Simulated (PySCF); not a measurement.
**Ionisation energy of K⁺ by level of theory**

K⁺ [Ar] (1S) → K²⁺ [Ne] 3s2 3p5 (2P), as a difference of total energies. All numbers are calculated (PySCF 2.14, scalar relativity by spin-free X2C-1e, in cc-pVTZ-X2C). Correlated levels: valence: [Ne] 3s2 frozen. The calculations carry no spin-orbit coupling.

```
           method  ionisation energy (eV)
              UHF                  31.173
           M06-2X                  32.477
           r2SCAN                  32.459
    MP2 (valence)                  31.970
SCS-MP2 (valence)                  31.910
   CCSD (valence)                  32.013
CCSD(T) (valence)                  32.016
```

Problem. How much does correlation contribute at CCSD(T) (valence)?

Solution. 32.016 − (31.173) = 0.843 eV, measured against UHF.

The reference lies between the lowest fine-structure levels, while these numbers refer to the centres of the terms.

Errors of the correlated levels include the incompleteness of this basis and the frozen core.

For comparison: 31.625 eV (measured; NIST Atomic Spectra Database, ionization energies).
